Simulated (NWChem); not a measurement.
Molecule: boron monoxide dimer (B$_{2}$O$_{2}$); SMILES O=BB=O

```xyz
4

O      0.0000     0.0000    -2.0254
B      0.0000     0.0000    -0.8262
B      0.0000     0.0000     0.8262
O      0.0000     0.0000     2.0254
```
Atoms are numbered in this order, from 1.

Geometry: optimised at PBE0/def2-SVP.

Q: Give the principal values of the shielding tensors (ppm) of O1, B2 from B3LYP/IGLO-III, GIAO (NWChem), with their diamagnetic and paramagnetic parts as GIAO splits them.

A: 
```
atom     σ11     σ22    σ33  isotropic  diamagnetic  paramagnetic
----  ------  ------  -----  ---------  -----------  ------------
O1    -226.8  -226.8  410.9      -14.2        389.5        -403.8
B2      18.8    18.8  219.9       85.8        205.1        -119.2
```
